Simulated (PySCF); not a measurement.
Cl3Si (SMILES Cl[Si](Cl)Cl), doublet, at a GFN2-xTB geometry; B3LYP/pcseg-1 run with PySCF.

The PySCF input:
```python
from pyscf import gto, scf, dft

mol = gto.M(
    atom='''
Cl    1.85834472   -0.43964347   -0.16627542
Si    0.00366610   -0.01083797    0.52515717
Cl   -1.31430510   -1.38571251   -0.16365187
Cl   -0.54705876    1.83428137   -0.10255510
''',
    basis='pcseg-1',
    spin=1,
    verbose=4,
)

mf = dft.UKS(mol)
mf.xc = 'b3lyp'
mf.kernel()
mf.analyze()
```

**Question.** Write the output that PySCF gives for this input, abridged.

**Answer.** 
```
PySCF version 2.14.0

[INPUT] verbose = 4
[INPUT] num. atoms = 4
[INPUT] num. electrons = 65
[INPUT] charge = 0
[INPUT] spin (= nelec alpha-beta = 2S) = 1
[INPUT] symmetry False subgroup None
[INPUT] Mole.unit = angstrom
[INPUT] Symbol           X                Y                Z      unit          X                Y                Z       unit  Magmom
[INPUT]  1 Cl     1.858344720000  -0.439643470000  -0.166275420000 AA    3.511762565832  -0.830805750753  -0.314215005047 Bohr   0.0
[INPUT]  2 Si     0.003666100000  -0.010837970000   0.525157170000 AA    0.006927924945  -0.020480795046   0.992403223652 Bohr   0.0
[INPUT]  3 Cl    -1.314305100000  -1.385712510000  -0.163651870000 AA   -2.483676683119  -2.618617131284  -0.309257214073 Bohr   0.0
[INPUT]  4 Cl    -0.547058760000   1.834281370000  -0.102555100000 AA   -1.033791230444   3.466289424692  -0.193801051677 Bohr   0.0

nuclear repulsion = 325.137344494937
number of shells = 12
number of NR pGTOs = 176
number of NR cGTOs = 72
basis = pcseg-1
ecp = {}

******** <class 'pyscf.dft.uks.UKS'> ********
method = UKS
initial guess = minao
damping factor = 0
level_shift factor = 0
DIIS = <class 'pyscf.scf.diis.CDIIS'>
diis_start_cycle = 1
diis_space = 8
diis_damp = 0
SCF conv_tol = 1e-09
SCF conv_tol_grad = None
SCF max_cycles = 50
direct_scf = True
direct_scf_tol = 1e-13
number electrons alpha = 33  beta = 32
XC library pyscf.dft.libxc version 7.1.2
    S. Lehtola, C. Steigemann, M. J. T. Oliveira, and M. A. L. Marques,  SoftwareX 7, 1–5 (2018)
XC functionals = b3lyp
    P. J. Stephens, F. J. Devlin, C. F. Chabalowski, and M. J. Frisch,  J. Phys. Chem. 98, 11623 (1994)
radial grids:
    Treutler-Ahlrichs [JCP 102, 346 (1995); DOI:10.1063/1.469408] (M4) radial grids

becke partition: Becke, JCP 88, 2547 (1988); DOI:10.1063/1.454033
pruning grids: <function nwchem_prune>
grids dens level: 3
symmetrized grids: False
atomic radii adjust function: <function treutler_atomic_radii_adjust>
small_rho_cutoff = 0
Set gradient conv threshold to 3.16228e-05
tot grids = 75824
init E= -1670.6386283407

cycle= 1 E= -1670.14219633795  delta_E= 0.496  |g|= 0.27  |ddm|= 1.97
cycle= 2 E= -1670.09690566542  delta_E= 0.0453  |g|= 0.39  |ddm|= 1.03
cycle= 3 E= -1670.19212075904  delta_E= -0.0952  |g|= 0.0201  |ddm|= 0.561
cycle= 4 E= -1670.19236673956  delta_E= -0.000246  |g|= 0.00797  |ddm|= 0.0434
cycle= 5 E= -1670.19241379603  delta_E= -4.71e-05  |g|= 0.00139  |ddm|= 0.0186
cycle= 6 E= -1670.19241577478  delta_E= -1.98e-06  |g|= 0.000403  |ddm|= 0.00534
cycle= 7 E= -1670.19241591248  delta_E= -1.38e-07  |g|= 0.00012  |ddm|= 0.00095
cycle= 8 E= -1670.19241592642  delta_E= -1.39e-08  |g|= 2.12e-05  |ddm|= 0.000283
cycle= 9 E= -1670.19241592705  delta_E= -6.36e-10  |g|= 2.59e-06  |ddm|= 7.75e-05
Extra cycle  E= -1670.19241592705  delta_E= 4.55e-13  |g|= 2.03e-06  |ddm|= 9.12e-06
converged SCF energy = -1670.19241592705  <S^2> = 0.75144544  2S+1 = 2.0014449
**** SCF Summaries ****
Total Energy =                       -1670.192415927053844
Nuclear Repulsion Energy =             325.137344494936713
One-electron Energy =                -2955.234725802572029
Two-electron Energy =                  959.904965380581302
Two-electron Coulomb Energy =         1065.733527314024286
DFT Exchange-Correlation Energy =     -105.828561933442998
**** MO energy ****
                             alpha | beta                alpha | beta
MO #1   energy= -101.533184352046  | -101.532186199988  occ= 1 | 1
MO #2   energy= -101.533178890762  | -101.532180760641  occ= 1 | 1
MO #3   energy= -101.533174111682  | -101.532175992832  occ= 1 | 1
MO #4   energy= -66.2284647401025  | -66.2246893418884  occ= 1 | 1
MO #5   energy= -9.4769980101617   | -9.4760654321097   occ= 1 | 1
MO #6   energy= -9.47699454358163  | -9.47606181903109  occ= 1 | 1
MO #7   energy= -9.47699008047665  | -9.47605704196278  occ= 1 | 1
MO #8   energy= -7.2435205239671   | -7.24144198001942  occ= 1 | 1
MO #9   energy= -7.24351835811401  | -7.24143968645476  occ= 1 | 1
MO #10  energy= -7.24351696033892  | -7.24143885354179  occ= 1 | 1
MO #11  energy= -7.23673749198423  | -7.23541894558374  occ= 1 | 1
MO #12  energy= -7.23673541427648  | -7.23541416062938  occ= 1 | 1
MO #13  energy= -7.23672745869987  | -7.2354088600085   occ= 1 | 1
MO #14  energy= -7.23598934289458  | -7.23532290805019  occ= 1 | 1
MO #15  energy= -7.23598455574598  | -7.23532000357125  occ= 1 | 1
MO #16  energy= -7.23597921848346  | -7.23531362075281  occ= 1 | 1
MO #17  energy= -5.39344957958141  | -5.38864150354054  occ= 1 | 1
MO #18  energy= -3.75616001480182  | -3.75194802156861  occ= 1 | 1
MO #19  energy= -3.75499315171523  | -3.75194714650376  occ= 1 | 1
MO #20  energy= -3.75499228524386  | -3.74725790320312  occ= 1 | 1
MO #21  energy= -0.891533888979941 | -0.885772446342035 occ= 1 | 1
MO #22  energy= -0.853400365763561 | -0.847974818647393 occ= 1 | 1
MO #23  energy= -0.853398106086001 | -0.847972522919866 occ= 1 | 1
MO #24  energy= -0.554023524540425 | -0.54064643777687  occ= 1 | 1
MO #25  energy= -0.452430050630205 | -0.445538391331215 occ= 1 | 1
MO #26  energy= -0.452428667264872 | -0.445536973086873 occ= 1 | 1
MO #27  energy= -0.412910702803446 | -0.399183571873127 occ= 1 | 1
MO #28  energy= -0.379214847251846 | -0.374815084401108 occ= 1 | 1
MO #29  energy= -0.379213573615399 | -0.374813544723995 occ= 1 | 1
MO #30  energy= -0.358104141529691 | -0.35439761372099  occ= 1 | 1
MO #31  energy= -0.358102902460523 | -0.354396070850469 occ= 1 | 1
MO #32  energy= -0.342686580060229 | -0.340913906200174 occ= 1 | 1
MO #33  energy= -0.253320801609311 | -0.144984591223871 occ= 1 | 0
MO #34  energy= -0.00625427846363946 | -0.0024654693100099 occ= 0 | 0
MO #35  energy= 0.00240459400389867 | 0.0191323095114674 occ= 0 | 0
MO #36  energy= 0.00240581736832799 | 0.0191343309074279 occ= 0 | 0
MO #37  energy= 0.112147248322159  | 0.116990993434184  occ= 0 | 0
MO #38  energy= 0.141757304589141  | 0.152645736600044  occ= 0 | 0
MO #39  energy= 0.148961452547096  | 0.152649142644419  occ= 0 | 0
MO #40  energy= 0.148964181404156  | 0.157220337163496  occ= 0 | 0
MO #41  energy= 0.282224162783127  | 0.286397854341025  occ= 0 | 0

To work with the spin densities directly, `use mulliken_meta_spin()` only printing them here.

 ** Mulliken spin pop alpha/beta on meta-lowdin orthogonal AOs **
 ** Mulliken Spin Density (per AO)  **
spin_pop of  0 Cl 1s        0.00000
spin_pop of  0 Cl 2s        0.00000
spin_pop of  0 Cl 3s        0.00142
spin_pop of  0 Cl 4s        0.00018
spin_pop of  0 Cl 2px       0.00000
spin_pop of  0 Cl 2py      -0.00000
spin_pop of  0 Cl 2pz       0.00000
spin_pop of  0 Cl 3px       0.01718
spin_pop of  0 Cl 3py      -0.00093
spin_pop of  0 Cl 3pz       0.07184
spin_pop of  0 Cl 4px       0.00004
spin_pop of  0 Cl 4py      -0.00001
spin_pop of  0 Cl 4pz       0.00184
spin_pop of  0 Cl 3dxy      0.00002
spin_pop of  0 Cl 3dyz      0.00001
spin_pop of  0 Cl 3dz^2     0.00020
spin_pop of  0 Cl 3dxz     -0.00037
spin_pop of  0 Cl 3dx2-y2   -0.00000
spin_pop of  1 Si 1s        0.00000
spin_pop of  1 Si 2s        0.00001
spin_pop of  1 Si 3s        0.29725
spin_pop of  1 Si 4s        0.00691
spin_pop of  1 Si 2px      -0.00000
spin_pop of  1 Si 2py      -0.00000
spin_pop of  1 Si 2pz       0.00002
spin_pop of  1 Si 3px       0.00033
spin_pop of  1 Si 3py       0.00048
spin_pop of  1 Si 3pz       0.41672
spin_pop of  1 Si 4px      -0.00009
spin_pop of  1 Si 4py      -0.00009
spin_pop of  1 Si 4pz       0.00136
spin_pop of  1 Si 3dxy     -0.00009
spin_pop of  1 Si 3dyz     -0.00027
spin_pop of  1 Si 3dz^2     0.00352
spin_pop of  1 Si 3dxz     -0.00029
spin_pop of  1 Si 3dx2-y2   -0.00010
spin_pop of  2 Cl 1s        0.00000
spin_pop of  2 Cl 2s        0.00000
spin_pop of  2 Cl 3s        0.00142
spin_pop of  2 Cl 4s        0.00018
spin_pop of  2 Cl 2px       0.00000
spin_pop of  2 Cl 2py       0.00000
spin_pop of  2 Cl 2pz       0.00000
spin_pop of  2 Cl 3px       0.00836
spin_pop of  2 Cl 3py       0.00800
spin_pop of  2 Cl 3pz       0.07174
spin_pop of  2 Cl 4px       0.00002
spin_pop of  2 Cl 4py       0.00002
spin_pop of  2 Cl 4pz       0.00184
spin_pop of  2 Cl 3dxy     -0.00001
spin_pop of  2 Cl 3dyz     -0.00019
spin_pop of  2 Cl 3dz^2     0.00020
spin_pop of  2 Cl 3dxz     -0.00017
spin_pop of  2 Cl 3dx2-y2    0.00002
spin_pop of  3 Cl 1s        0.00000
spin_pop of  3 Cl 2s        0.00000
spin_pop of  3 Cl 3s        0.00142
spin_pop of  3 Cl 4s        0.00018
spin_pop of  3 Cl 2px       0.00000
spin_pop of  3 Cl 2py       0.00000
spin_pop of  3 Cl 2pz       0.00000
spin_pop of  3 Cl 3px       0.00014
spin_pop of  3 Cl 3py       0.01867
spin_pop of  3 Cl 3pz       0.06928
spin_pop of  3 Cl 4px      -0.00001
spin_pop of  3 Cl 4py       0.00004
spin_pop of  3 Cl 4pz       0.00185
spin_pop of  3 Cl 3dxy      0.00001
spin_pop of  3 Cl 3dyz     -0.00034
spin_pop of  3 Cl 3dz^2     0.00020
spin_pop of  3 Cl 3dxz     -0.00001
spin_pop of  3 Cl 3dx2-y2   -0.00001
 ** Mulliken Spin Density (per atom)  **
spin density of  0 Cl =      0.09145
spin density of  1 Si =      0.72566
spin density of  2 Cl =      0.09145
spin density of  3 Cl =      0.09145
 ** Mulliken pop alpha/beta on meta-lowdin orthogonal AOs **
 ** Mulliken pop       alpha | beta **
In total            33.00000 | 32.00000
 ** Mulliken atomic charges   ( Nelec_alpha | Nelec_beta ) **
charge of  0Cl =     -0.22558  (     8.65852      8.56707 )
charge of  1Si =      0.67676  (     7.02445      6.29879 )
charge of  2Cl =     -0.22559  (     8.65852      8.56707 )
charge of  3Cl =     -0.22559  (     8.65852      8.56707 )
Dipole moment(X, Y, Z, Debye):  0.00516, -0.01518,  0.73460
```
